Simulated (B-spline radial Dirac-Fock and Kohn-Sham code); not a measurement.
Photoelectron lines of Ar⁶⁺ at 945 eV

System: Ar⁶⁺, configuration 1s2 2s2 2p6 3s2.

Model: the independent-particle Dirac-Slater model, thresholds from Dirac-Fock. Program: a radial B-spline solver. The asymmetry parameter β is from the dipole term alone. Kinetic energies are from the vacuum level.

The last column is dσ/dΩ = σ/(4π) · [1 + β P₂(cos θ)] at θ = 0° from the polarisation vector of linearly polarised light.

| subshell | electrons | binding (eV) | kinetic (eV) | σ (kb) | β | dσ/dΩ (kb/sr) |
| --- | --- | --- | --- | --- | --- | --- |
| 2s | 2 | 446.8 | 498.2 | 70.0 | 2.00 | 16.7 |
| 2p1/2 | 2 | 370.0 | 575.0 | 55.5 | 1.42 | 10.7 |
| 2p3/2 | 4 | 367.8 | 577.2 | 109 | 1.43 | 21.0 |
| 3s | 2 | 122.3 | 822.7 | 11.2 | 2.00 | 2.67 |

Branching ratios of the spin-orbit partners (statistical value in brackets): 2p 1.96 (2.00).

Run: 1.6 s of CPU time on 1 thread of Neoverse-N1 (shared host), peak memory 0.46 GiB.

Values without a named source are computed, but for edge energies of neutral atoms, which are taken from tables.
